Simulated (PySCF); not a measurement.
## Spin-rotation constants: SMILES [SiH3][C@@H]1[SiH2]C[SiH2]O[SiH2]1, C$_{2}$H$_{12}$OSi$_{4}$

Geometry:
| atom | x (Å) | y (Å) | z (Å) |
| --- | --- | --- | --- |
| Si1 | 2.775 | -0.089 | -0.730 |
| C2 | 1.074 | -0.052 | 0.105 |
| Si3 | -0.163 | -1.284 | -0.657 |
| C4 | -1.806 | -1.211 | 0.298 |
| Si5 | -2.491 | 0.553 | 0.427 |
| O6 | -1.242 | 1.579 | 0.610 |
| Si7 | 0.327 | 1.692 | 0.190 |
| H8 | 3.354 | -1.433 | -0.622 |
| H9 | 3.679 | 0.861 | -0.072 |
| H10 | 2.667 | 0.266 | -2.147 |
| H11 | 1.229 | -0.375 | 1.140 |
| H12 | -0.395 | -0.963 | -2.074 |
| H13 | 0.382 | -2.651 | -0.568 |
| H14 | -1.642 | -1.606 | 1.301 |
| H15 | -2.539 | -1.867 | -0.167 |
| H16 | -3.190 | 0.937 | -0.801 |
| H17 | -3.291 | 0.780 | 1.630 |
| H18 | 0.893 | 2.514 | 1.257 |
| H19 | 0.368 | 2.360 | -1.112 |

Theory: PySCF 2.14.0, GIAO PBE/pcSseg-1 magnetisability, rotational g tensor and spin-rotation constants, non-relativistic, gas phase. Geometry: GFN2-xTB.

Problem. Give the nuclear spin-rotation constants along the inertial axes (H = +C I·J) beside the isotropic shieldings.

Solution. Rotational constants 2.0446, 0.8657, 0.6414 GHz. A star marks the isotopologue with that one atom substituted, in its own axes.
| atom | isotope | Caa (kHz) | Cbb (kHz) | Ccc (kHz) | mean (kHz) | σ (ppm) |
| --- | --- | --- | --- | --- | --- | --- |
| H8 | 1H | -0.126 | -0.004 | -0.050 | -0.060 | 27.6 |
| H9 | 1H | -0.134 | -0.002 | -0.049 | -0.062 | 27.6 |
| H10 | 1H | -0.180 | -0.084 | 0.024 | -0.080 | 27.8 |
| H11 | 1H | -0.235 | -0.104 | 0.000 | -0.113 | 31.7 |
| H12 | 1H | -0.187 | -0.076 | 0.030 | -0.078 | 26.9 |
| H13 | 1H | -0.130 | 0.007 | -0.046 | -0.056 | 26.7 |
| H14 | 1H | -0.235 | -0.099 | 0.005 | -0.110 | 31.1 |
| H15 | 1H | -0.169 | -0.028 | -0.078 | -0.091 | 31.9 |
| H16 | 1H | -0.142 | -0.079 | 0.030 | -0.064 | 26.1 |
| H17 | 1H | -0.014 | -0.071 | -0.016 | -0.034 | 26.1 |
| H18 | 1H | -0.180 | 0.002 | -0.018 | -0.066 | 26.1 |
| H19 | 1H | -0.180 | -0.064 | 0.029 | -0.072 | 26.3 |
| Si1 | 29Si* | -1.036 | -0.500 | -0.362 | -0.633 | 416.4 |
| C2 | 13C* | 0.243 | 0.102 | 0.062 | 0.136 | 189.5 |
| Si3 | 29Si* | -1.165 | -0.518 | -0.396 | -0.693 | 380.1 |
| C4 | 13C* | 0.250 | 0.098 | 0.076 | 0.141 | 184.7 |
| Si5 | 29Si* | -1.268 | -0.512 | -0.422 | -0.734 | 356.1 |
| O6 | 17O* | -0.312 | -0.064 | -0.033 | -0.136 | 283.8 |
| Si7 | 29Si* | -1.169 | -0.553 | -0.424 | -0.715 | 356.5 |

For the geometry as given, no vibrational averaging.

Problem. How do the rotational constants and the g tensor change when H8, H9, H10, H11, H12, H13, H14, H15, H16, H17, H18, H19 are replaced by deuterium?

Solution. Constants 1.7075, 0.7581, 0.5694 GHz; g -0.0299, -0.0158, -0.0138, against -0.0358, -0.0180, -0.0155 before.
